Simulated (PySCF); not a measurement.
Atoms are numbered as in `[CH3:1][C:2]#[C:3]/[C:4]([SiH2:5][F:6])=[C:7](\[SiH3:8])[C:9]#[N:10]`. Hydrogens are named by the atom that carries them.

Level of theory: coordinates at the GFN2-xTB level, shieldings: GIAO PBE0/pcSseg-1, in PySCF (one conformer, equivalent nuclei averaged, non-relativistic Hamiltonian, isolated molecule).

Scale: TMS for ¹³C (σref 186.93) and ¹H (σref 31.72) and ²⁹Si (σref 349.16); ¹⁹F (σref 170.95) against CFCl3; NH3 for ¹⁵N (σref 267.73) (reference shieldings calculated alike).

```
 atoms  nucleus  count  Hirshfeld charge  δ (ppm)
    F6      ¹⁹F      1             -0.21        ?
 H(C1)       ¹H      3              0.07        ?
   Si5     ²⁹Si      1              0.43    -14.6
    C7      ¹³C      1             -0.07    132.4
   N10      ¹⁵N      1             -0.21    338.7
    C1      ¹³C      1             -0.09      7.4
    C3      ¹³C      1             -0.06     86.7
   Si8     ²⁹Si      1              0.32    -72.8
H(Si5)       ¹H      2             -0.06        ?
    C4      ¹³C      1             -0.06        ?
    C9      ¹³C      1              0.07    124.3
    C2      ¹³C      1              0.00    132.5
H(Si8)       ¹H      3             -0.07     4.31
```

**Question.** Complete the table.

**Answer.** 
- C4: 169.0 ppm, fully substituted alkene carbon
- H(Si5): 5.39 ppm, hydrogen on a silicon bonded to C, F
- H(C1): 2.53 ppm, hydrogen on a propargylic methyl carbon
- F6: -223.4 ppm, fluorine bonded to Si

Shifts are as computed. Against solution values, carbons near 30 ppm lie about +3 ppm off and those near 130 ppm about +5 ppm. Of 1309 compounds with measured shifts, 239 miss one by over three times the rms of a fit or turn the order of signals round; such compounds aren't used in these exercises. Unscaled 19F shifts against computed CFCl3 carry errors that often reach 10 to 50 ppm. Experimental scales use liquid or dissolved standards, which lie at an offset from isolated NH3 (liquid NH3: subtract about 20 ppm). Unscaled 15N shifts of sp2 nitrogen come out 20 to 40 ppm too high even then.
